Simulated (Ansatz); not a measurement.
`CBNC` + `BN` → `BNBNC` + CH₄ at 500 K and 1 bar (ligand exchange at a B–C bond).

Computed with Ansatz on PBE0-D4/def2-TZVP structures; ΔE is electronic, products minus reactants. CBS: MP2 limit from def2 TZ/QZ plus the TZ coupled-cluster correction, frozen cores. This one scheme is used for every species. One conformer a species, not always the lowest.

| species | CCSD(T)/CBS energy (Eh) | H − E (kJ/mol) | S (J/(mol·K)) |
| --- | --- | --- | --- |
| `CBNC` | -160.46148 | 316.6 | 364.3 |
| `BN` | -81.93499 | 148.8 | 257.4 |
| `BNBNC` | -201.95888 | 330.3 | 391.9 |
| CH₄ | -40.46206 | 135.6 | 206.8 |

H − E and S are ideal-gas, rigid-rotor, harmonic terms from PBE0-D4/def2-TZVP, for one conformer and one mirror image of each species. 1 Eh = 2625.50 kJ/mol, R = 8.31446 J/(mol·K).

**Question.** By hand: ΔE, ΔH, ΔS and ΔG.

**Answer.** ΔE = (-201.95888) + (-40.46206) − (-160.46148) − (-81.93499) = -0.02447 Eh = -64.2 kJ/mol. Δ(H − E) = 330.3 + 135.6 − 316.6 − 148.8 = 0.5, so ΔH = -63.7 kJ/mol. ΔS = 391.9 + 206.8 − 364.3 − 257.4 = -23.0 J/(mol·K). ΔG = -63.7 − 500 × (-23.0)/1000 = -52.2 kJ/mol.

**Question.** By hand: the equilibrium constant, and the temperature at which ΔG would vanish if ΔH and ΔS stayed fixed.

**Answer.** log₁₀ K = −ΔG/(RT ln 10) = 5.5. ΔG = 0 at ΔH/ΔS = 2770 K, far beyond where these terms or the molecules hold.

ΔH outweighs TΔS. A doubt of 5 kJ/mol in ΔE shifts log₁₀ K by 0.5 here. Other conformers and mirror images would add mixing entropy, several J/(mol·K) or more a flexible species. These are equilibria of isolated gas molecules and say nothing of rates. Largest T1 diagnostic: 0.013 (customary marks: 0.02 for closed shells, 0.045 for open ones).
